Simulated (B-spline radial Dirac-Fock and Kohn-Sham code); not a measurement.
## Mn²⁺: eigenvalues, ΔSCF and the reference

System: the Mn²⁺ ion in the configuration [Ar] 3d4 4p1 (not the ground configuration).

The density-functional columns are spherical, spin-unpolarised Dirac-Kohn-Sham results without Breit or QED terms: −ε is minus the orbital energy of the initial state and ΔSCF the difference of two total energies. The reference in the last column comes from Dirac-Fock ΔSCF + Breit + QED. All numbers are from an atomic code on a B-spline grid, in eV; a selection of levels is shown.

```tsv
level	LDA −ε	LDA ΔSCF	Dirac-Fock
K	6439.9	6590.5	6580.6
L1	769.1	795.1	815.6
L2	663.6	694.3	694.7
L3	653.2	683.5	684.5
M1	111.4	121.4	128.9
M2	81.15	90.89	91.86
M3	79.83	89.52	90.57
M4,5	31.71	40.52	38.49
N2,3	16.52	20.02	18.95
```

Values without a named source are computed, but for edge energies of neutral atoms, which are taken from tables.
